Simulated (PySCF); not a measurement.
Si(Me)(Et)(Vi)(NH2), SMILES C([Si](CC)(C)N)=C (C5H13NSi) (GFN2-xTB optimised geometry):

```
20

C     -0.971     1.242     1.020
C     -1.138     0.416     0.000
Si    -0.619    -1.404     0.000
C     -1.422    -2.290     1.493
N      1.116    -1.404     0.000
C     -1.154    -2.278    -1.608
C     -0.558    -1.651    -2.862
H     -0.518     0.917     1.943
H     -1.274     2.278     0.991
H     -1.604     0.808    -0.895
H     -1.120    -1.825     2.427
H     -1.130    -3.336     1.539
H     -2.506    -2.256     1.450
H      1.604    -2.278    -0.111
H      1.600    -0.823     0.666
H     -2.242    -2.270    -1.689
H     -0.862    -3.329    -1.566
H     -0.885    -0.620    -2.967
H      0.527    -1.654    -2.806
H     -0.861    -2.197    -3.754
```

Method: PBE0/def2-SVP run with PySCF.

Q: What are the frontier orbital energies and the dipole moment?

A: HOMO-2 -7.92 eV, HOMO-1 -7.68 eV, HOMO -6.82 eV, LUMO 0.06 eV, LUMO+1 1.52 eV; dipole moment 1.02 D.

Meta-Löwdin charges at PBE0/def2-SVP: C1 -0.20, C2 -0.33, Si3 0.96, C4 -0.57, N5 -0.69, C6 -0.42, C7 -0.29, H8 0.09, H9 0.10, H10 0.11, H11 0.11, H12 0.11, H13 0.11, H14 0.21, H15 0.21, H16 0.10, H17 0.10, H18 0.09, H19 0.10, H20 0.09.
